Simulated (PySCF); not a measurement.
B2HO2, SMILES O=BB=[OH+], charge +1.

Geometry optimised at ωB97X-D3(BJ)/def2-TZVP. The isomer is the one that the SMILES or the coordinates give; other isomers of the formula were not compared. Other conformers were not sampled.

Method: TDDFT-PBE0/def2-SVPD in PySCF 2.14.0.

Vertical excitations; the highest root listed may be one member of a degenerate set.  State labels are in the subgroup C2v.

Computed excitation energies, oscillator strengths and character:
```tsv
state	symmetry	energy (eV)	λ (nm)	f	main pairs
S1	A2	5.24	236	0.000	HOMO→LUMO 49 %, HOMO−1→LUMO+1 49 %
S2	A1	5.45	228	0.000	HOMO−1→LUMO, HOMO→LUMO+1 (degenerate set)
S3	A2	5.45	228	0.000	HOMO−1→LUMO+1, HOMO→LUMO (degenerate set)
S4	B1	6.87	181	0.001	HOMO−2→LUMO (degenerate set)
S5	B2	6.87	181	0.001	HOMO−2→LUMO+1 (degenerate set)
S6	A1	7.29	170	0.318	HOMO→LUMO+1 48 %, HOMO−1→LUMO 48 %
S7	A2	9.12	136	0.000	HOMO−3→LUMO 49 %, HOMO−4→LUMO+1 49 %
S8	B1	9.20	135	0.002	HOMO−1→LUMO+2 (degenerate set)
S9	B2	9.20	135	0.002	HOMO→LUMO+2 (degenerate set)
S10	A1	9.28	134	0.000	HOMO−3→LUMO+1 50 %, HOMO−4→LUMO 50 %
T1	A1	4.47	277	0	HOMO→LUMO+1 47 %, HOMO−1→LUMO 47 %
T2	A1	4.80	258	0	HOMO−1→LUMO, HOMO→LUMO+1 (degenerate set)
T3	A2	4.80	258	0	HOMO→LUMO, HOMO−1→LUMO+1 (degenerate set)
T4	A2	5.26	236	0	HOMO−1→LUMO+1 49 %, HOMO→LUMO 49 %
```
Triplets are in the Tamm–Dancoff approximation, which puts them higher than full response would, so one can lie above its singlet here.
